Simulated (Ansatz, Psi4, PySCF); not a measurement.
Pair of molecules: CH5N (SMILES CN) (first 7 atoms) with CH2F2 (SMILES FCF); geometry from B3LYP-D3(BJ)/def2-TZVP, rigid monomers moved along the line of their centres of mass till N2···H11 is 2.13 Å.
(charge 0, multiplicity 1):
```xyz
12

C     -0.282    -0.601    -0.167
N      0.259     0.615     0.447
H     -1.031    -1.033     0.498
H      0.518    -1.334    -0.277
H     -0.742    -0.452    -1.152
H     -0.470     1.309     0.566
H      0.968     1.032    -0.144
F     -1.011    -1.165     3.029
C      0.103    -0.444     3.373
F     -0.292     0.578     4.190
H      0.533    -0.026     2.462
H      0.769    -1.098     3.938
```

Monomers are frozen at their geometry in the pair; levels with a basis set take the counterpoise correction. Rows marked so take none.

Cores are frozen in the correlated methods. Rows in 6-31G* carry no dispersion term and start afresh at each structure (6-31G* with six Cartesian d functions).

The values were computed with Ansatz (Gaussian orbitals); Psi4 for SAPT; PySCF for 6-31G* rows, the dispersion terms. Values without a source in brackets are computed.

Q: Give the interaction energy at the level r2SCAN-D3(BJ)/def2-TZVPPD.

A: -2.7 kcal/mol

Ansatz is an electronic-structure program.
